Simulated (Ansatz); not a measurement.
A nudged elastic band was laid between two geometries of CH$_{3}$BiClF (7 atoms, charge 0, multiplicity 1).

The calculation used Ansatz, RKS B3LYP-D4/def2-SVP.

```yaml
movable_images: 5
climbing_image: yes
spring: 5.0 eV/Å²
optimiser: quadratic models (default)
start_path: through a guess of the saddle point
force_threshold: 0.05 eV/Å
iteration_limit: 36
end_points: relaxed
```

Image 0:

```xyz
7
Properties=species:S:1:pos:R:3
C -0.297 0.847 0.314
Bi 0.872 -0.498 -1.106
F 1.887 -1.381 0.441
Cl -0.990 -2.138 -1.326
H -1.366 0.767 0.077
H -0.093 0.448 1.319
H 0.049 1.888 0.235
```

Image 6:

```xyz
7
Properties=species:S:1:pos:R:3
C -0.352 0.737 0.492
Bi 0.442 -1.391 0.295
F 2.188 -0.740 -0.562
Cl -0.846 -1.858 -1.787
H -1.280 0.819 -0.089
H -0.523 0.993 1.548
H 0.432 1.374 0.057
```

Which bonds break or form, and what moves?

No bond is made or broken. The height of Bi2 over the plane of its neighbours goes from -1.19 to 1.19 Å.

What energy profile does the band end with?

The forces met the threshold. The highest image is number 3 of 0 to 6, 27.3 kcal/mol above the ends, which have the same energy within 2 meV. A vibrational analysis at the climbing image gives 2 clearly imaginary modes (131i, 56i cm⁻¹): a point of higher order, so a lower path passes nearby.

```
image  path coordinate (Å)  energy (kcal/mol)  height of Bi2 over the plane of its neighbours (Å)
    0                 0.00                0.0                                               -1.19
    1                 0.81                0.3                                               -1.17
    2                 1.62               12.5                                               -0.82
    3                 2.44               27.3                                                0.00
    4                 3.08               16.9                                                0.68
    5                 3.72                3.8                                                1.06
    6                 4.36                0.0                                                1.19
```

What is the geometry of the highest image?


```xyz
7
Properties=species:S:1:pos:R:3
C -0.288 0.639 0.332
Bi 0.740 -1.148 -0.598
F 2.517 -0.355 0.228
Cl -1.591 -1.892 -1.497
H -1.179 0.897 -0.251
H -0.590 0.343 1.351
H 0.451 1.448 0.389
```

The band took 7 iterations and roughly 2.8 core-minutes.

The run took 2.8 min on 1 thread of Arm Neoverse V2, with other jobs on the host, peak memory 0.19 GiB.
